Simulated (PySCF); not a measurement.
Compound: C3H13PSi3.
Structure used (PBE0-D3(BJ)/def2-SVP), in Å, numbered top down from 1:
```
atom  x, y, z in Å
P1    -0.7766   -2.2083   -1.3925
Si2   -0.6435   -1.2366    0.6572
C3     1.1708   -0.8604    1.0032
Si4    1.9417    0.3615   -0.2107
C5     0.8923    1.9256   -0.2786
Si6   -0.9315    1.6271   -0.6449
C7    -1.6163    0.3759    0.5909
H8    -0.2905   -3.4697   -0.9257
H9    -2.1484   -2.5752   -1.2239
H10   -1.1957   -2.1344    1.7232
H11    1.7490   -1.8001    1.0074
H12    1.2443   -0.4400    2.0226
H13    3.3389    0.6949    0.2172
H14    2.0137   -0.2610   -1.5689
H15    0.9685    2.4317    0.7008
H16    1.3133    2.6192   -1.0260
H17   -1.0895    1.0999   -2.0361
H18   -1.6977    2.9117   -0.5509
H19   -2.6760    0.1691    0.3640
H20   -1.5919    0.8353    1.5958
```

Computed with TDDFT CAM-B3LYP/def2-SVPD, vertical, gas phase, core orbitals frozen in the response (PySCF 2.14.0, density-fitted response routines).

Transition dipole moments from the ground state, in atomic units and in the frame of the coordinates above (overall signs are arbitrary), for the states with f of 0.002 or more among the lowest 7:

| state | E (eV) | μx | μy | μz |
| --- | --- | --- | --- | --- |
| S1 | 6.416 | -0.180 | 0.102 | -0.012 |
| S2 | 6.482 | -0.152 | -0.325 | -0.093 |
| S3 | 7.062 | 0.043 | 0.443 | 1.038 |
| S4 | 7.316 | 0.031 | 0.127 | -0.185 |
| S5 | 7.322 | -0.130 | 0.003 | 0.070 |
| S6 | 7.591 | -0.070 | -0.145 | 0.010 |
| S7 | 7.660 | -0.135 | 0.071 | -0.021 |

(1) Work out the oscillator strengths.

(2) Which bond between heavy atoms lies closest to the direction of the S3 transition dipole?

(3) What angle do the transition dipoles of S2 and S3 make?

(4) How is the summed strength of these states shared among x, y and z?

(5) What peak molar absorption coefficient would the strongest computed level give as a lone Gaussian band 0.5 eV wide at half height?

## Answers

(1) f = (2/3) ΔE |μ|² with ΔE in hartree (27.2114 eV).

| state | \|μ\|² (au) | \|μ\| (D) | f |
| --- | --- | --- | --- |
| S1 | 0.043 | 0.53 | 0.007 |
| S2 | 0.138 | 0.94 | 0.022 |
| S3 | 1.275 | 2.87 | 0.221 |
| S4 | 0.052 | 0.58 | 0.009 |
| S5 | 0.022 | 0.38 | 0.004 |
| S6 | 0.026 | 0.41 | 0.005 |
| S7 | 0.024 | 0.39 | 0.004 |

(2) P1–Si2, at 3° from it; next Si6–C7 and C3–Si4 at 71°.

(3) |cos θ| = |μa·μb| / (|μa| |μb|) = 0.59, so θ ≈ 54° (taken between 0 and 90°, since the signs are arbitrary).

(4) (2/3) Σ ΔE μα² gives 0.017 for x, 0.060 for y and 0.195 for z, 0.272 in all.

(5) ε(max) = 2.175×10⁸ f / FWHM, with the width in cm⁻¹. S3: 2.175×10⁸ × 0.2207 / 4033 ≈ 12000 L mol⁻¹ cm⁻¹.

The vertical ionisation energy (ΔSCF) is 9.21 eV, 1.54 eV above S7.

On Arm Neoverse N1, one thread, no GPU, shared host with 64 logical CPUs at a one-minute load of 60, this took 16 min wall (with the writing of density and orbital grids) and 1.3 GiB of memory at its peak.

One conformer stands for the species.

Without π bonds the low states may be Rydberg-like; a valence basis with one diffuse set may place them up to an eV too high.
